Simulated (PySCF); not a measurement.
Ge(F)(OH)2(NH2) (FGeH4NO2), SMILES [OH][Ge]([OH])([NH2])[F]. Geometry: PBE-D3(BJ)/def2-SVP. One conformer was computed; it need not be the lowest.

All values below come from PySCF 2.14.0 with PBE-D3(BJ)/def2-SVP.

Harmonic wavenumbers (cm⁻¹): 89, 173, 179, 218, 234, 255, 287, 297, 454, 656, 691, 722, 742, 855, 898, 919, 1481, 3475, 3582, 3721, 3723. Rotational constants (GHz): 3.519, 3.456, 3.039; symmetry number 1.

Q: Work out the zero-point energy and the ideal-gas rigid-rotor harmonic-oscillator thermochemistry at 298.15 K and 1 atm.

A: ZPE = ½ Σ hcν = ½ × 23651 cm⁻¹ = 33.81 kcal/mol. H − E(el) = 39.46 kcal/mol. Entropy in cal/(mol K): translation 40.76, rotation 26.57, vibration 19.32, total 86.65. G − E(el) = 13.62 kcal/mol. Cp = 28.66 cal/(mol K). Modes under 150 cm⁻¹ make the vibrational entropy uncertain.
